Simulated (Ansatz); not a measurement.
Reactions of `BrB1C[SiH2]1`.

Program: Ansatz. Geometries: PBE0-D4/def2-TZVP. ΔE: electronic, gas phase. CCSD(T)/CBS is the MP2 limit (def2-TZVPP, def2-QZVPP) plus CCSD(T) − MP2 in def2-TZVPP, frozen cores. This one scheme is used for every species. Elements past krypton have def2 core potentials. For Br, Ga, I, In outer-core shells are correlated without core-valence functions, which leaves a few kJ/mol of doubt a bond. Scalar relativity is left out up to krypton. One conformer a species, not always the lowest.

```
                                                                         reaction  HF/CBS(def2) (eV)  CCSD(T)/CBS(def2) (eV)
    `BrB1C[SiH2]1` + `[NH2][In]([Cl])[Cl]` → `NB1C[SiH2]1` + `[Cl][In]([Cl])[Br]`              -1.98                   -1.62
                               `BrB1C[SiH2]1` + `C=NC` → `C/N=C\B1C[SiH2]1` + HBr               0.92                    0.82
`BrB1C[SiH2]1` + `C[O][Ga]([NH2])[NH2]` → `COB1C[SiH2]1` + `[NH2][Ga]([NH2])[Br]`              -1.67                   -1.39
                                        `BrB1C[SiH2]1` + HI → `IB1C[SiH2]1` + HBr               0.14                    0.06
                                         `BrB1C[SiH2]1` + H₂ → `B1C[SiH2]1` + HBr               0.45                    0.63
                `BrB1C[SiH2]1` + `CC(=O)[SiH3]` → `[SiH3]B1C[SiH2]1` + `CC(=O)Br`               0.82                    0.62
```

Largest T1 diagnostic: 0.015, for `CC(=O)[SiH3]`.
